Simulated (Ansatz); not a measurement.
`C#[C][Ti]([Cl])([Cl])[Cl]` and `[NH2][Ti]([Cl])([Cl])[Cl]` differ in one atom or group.

Ansatz, PBE0-D4/def2-TZVP geometries, multiplicity 1. Each molecule was computed in one conformer, which needn't be the lowest.

Scalar relativity is left out up to krypton.

```
                                          property  `C#[C][Ti]([Cl])([Cl])[Cl]`
    size of the dipole moment (PBE/def2-TZVPP) / D                         1.56
           HOMO–LUMO gap (ωB97M-V/def2-TZVPP) / eV                         9.43
size of the dipole moment (ωB97M-V/def2-TZVPP) / D                         1.47
                HOMO energy (PBE0/def2-TZVPP) / eV                        -8.80
               LUMO energy (B3LYP/def2-TZVPP) / eV                        -3.84
               HOMO energy (B3LYP/def2-TZVPP) / eV                        -8.54
```

Q: Give the same properties after the change, and the shifts. (An estimate is asked.)

A: Ansatz gave: 
```tsv
property	`[NH2][Ti]([Cl])([Cl])[Cl]`	shift
size of the dipole moment (PBE/def2-TZVPP) / D	2.89	1.33
HOMO–LUMO gap (ωB97M-V/def2-TZVPP) / eV	9.78	0.35
size of the dipole moment (ωB97M-V/def2-TZVPP) / D	3.01	1.54
HOMO energy (PBE0/def2-TZVPP) / eV	-8.50	0.30
LUMO energy (B3LYP/def2-TZVPP) / eV	-3.40	0.44
HOMO energy (B3LYP/def2-TZVPP) / eV	-8.23	0.31
```

With PBE0 the HOMO rises by 0.30 eV and the LUMO rises by 0.48 eV, so the gap widens by about 0.18 eV. PBE moves the HOMO by 0.49 eV and ωB97M-V by 0.23 eV. Dipoles are sizes alone; their direction can turn.

B3LYP here is the variant with VWN-RPA as its local correlation; programs differ in this.
